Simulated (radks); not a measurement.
The bismuth ion Bi12+, configuration [Kr] 4d10 4f14 5s1.5 5p6 5d3 5f0.5 (fractional occupations, a model configuration). Method: Dirac Kohn-Sham, BLYP, spin-unpolarised, spherical densities, finite nucleus; open shells fill j = l - 1/2 first; Fermi nuclear charge, rms radius 5.5211 fm; computed with a radial shooting solver on a logarithmic mesh with Libxc functionals.

Spin-orbit splittings of the eigenvalues, e(l+1/2) - e(l-1/2), with zeta = 2 splitting/(2l+1) and mean radii in bohr:

shell,occ.,splitting (eV),zeta (eV),<r> j=l-1/2,<r> j=l+1/2
2p,6,2320,1547,0.05388,0.06292
3p,6,519.8,346.5,0.1615,0.1779
3d,10,110.3,44.11,0.1544,0.1594
4p,6,128.5,85.67,0.3772,0.4116
4d,10,24.07,9.627,0.4147,0.4256
4f,14,5.598,1.599,0.4326,0.4383
5p,6,28.46,18.97,0.8419,0.9101
5d,3,4.546,1.818,1.020,1.041
5f,0.5,0.7655,0.2187,1.320,1.330
